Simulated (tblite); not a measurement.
Q: Give a GFN2-xTB geometry of `C(C=C)C[Si](CF)(C)C`.

A: 
```
atom  x, y, z in Å
C1     3.905   -0.585    0.003
C2     2.910    0.022    0.623
C3     1.479   -0.402    0.546
C4     0.638    0.653   -0.182
Si5   -1.208    0.171   -0.290
C6    -2.019    0.224    1.433
C7    -1.438   -1.529   -1.120
C8    -2.094    1.486   -1.392
F9    -3.452    1.224   -1.425
H10    3.742   -1.467   -0.595
H11    4.921   -0.236    0.068
H12    3.098    0.909    1.215
H13    1.404   -1.356    0.023
H14    1.086   -0.536    1.557
H15    1.058    0.797   -1.179
H16    0.748    1.606    0.339
H17   -1.810    1.161    1.943
H18   -1.663   -0.583    2.067
H19   -3.098    0.129    1.354
H20   -1.127   -2.336   -0.462
H21   -0.859   -1.610   -2.036
H22   -2.480   -1.697   -1.375
H23   -1.993    2.504   -1.010
H24   -1.759    1.473   -2.431
```

Any rigid rotation of these coordinates is as good. Atoms count from 1 in this order. The 3 C–C bonds span 1.320 Å (C1=C2, drawn double) to 1.533 Å (C3–C4, drawn single), a spread of 0.213 Å. Of the pairs four or more bonds apart, H10···H13 is among the closest relative to their van der Waals radii: 2.42 Å, 101 % of the sum of Bondi's values. Si5 (four-coordinate silicon) is tetrahedral (angles from 107.5° to 111.6°). The C–Si distances run from 1.905 Å (Si5–C7, drawn single) to 1.931 Å (Si5–C8, drawn single), a spread of 0.026 Å.

Bonds between heavy atoms (Å): C1=C2 1.320, C2–C3 1.495, C3–C4 1.533, C4–Si5 1.911, Si5–C6 1.906, Si5–C7 1.905, Si5–C8 1.931, C8–F9 1.384.

Structure optimised with GFN2-xTB, isolated species.

Point group: C1 (no symmetry element, even within 0.4 Å). Its GFN2-xTB frequencies are all real (lowest 34 cm⁻¹). The numbers are those of one conformer (C1–C2–C3–C4 -113°, C2–C3–C4–Si5 -179°, C3–C4–Si5–C6 69°, C4–Si5–C8–F9 -176°). 3 starts were optimised and ended at 0.00, 0.23 and 0.66 kcal/mol (GFN2-xTB); the lowest of these is shown.

The numbers are calculated, not measured.
